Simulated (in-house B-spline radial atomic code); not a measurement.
# Ionising Fe5+ with different functionals

Computed with an all-electron radial atomic-structure program (B-spline basis): four-component Dirac-Coulomb Hamiltonian, Fermi nucleus of rms radius 3.7377 fm, spin-restricted, spherical fractional occupations for the functionals. The ionisation energy is the difference of two self-consistent energies, [Ar] 3d3 → [Ar] 3d2, without Breit or QED terms; ε is the level of the shell that loses the electron (mean over j). The electron is taken from both j subshells in proportion to 2j + 1, so the result is a j average, not the step between ground levels.

Hybrids are left out here: with spherical fractional occupations of an open shell their exact exchange keeps a self-interaction that integer-occupation calculations don't have.

```tsv
method	rung	ΔSCF (eV)	-ε(3d) (eV)
LDA VWN5	LDA	98.23	86.13
relativistic LDA	LDA	98.26	86.15
LDA PW92	LDA	98.22	86.12
LDA exchange-only	LDA	96.26	84.19
PBE	GGA	97.93	85.83
PBEsol	GGA	97.89	85.79
BLYP	GGA	97.88	85.78
RPBE	GGA	97.85	85.75
PW91	GGA	98.08	85.97
BP86	GGA	97.98	85.88
AM05	GGA	97.92	85.81
OLYP	GGA	98.31	86.18
```

Task: How do they compare with the NIST value?

Result: NIST lists 98.98 eV ± 0.015 (measured, ground level to ground level). Errors run from -2.72 to -0.67 eV. The correlated functionals all miss on the same side by more than they spread, so the cause is common to them (Breit-QED terms, spin polarisation, the choice among j levels, multiplet and fine-structure energies, or a listed next ion that isn't the cheapest removal here) and closeness doesn't rank the functionals.
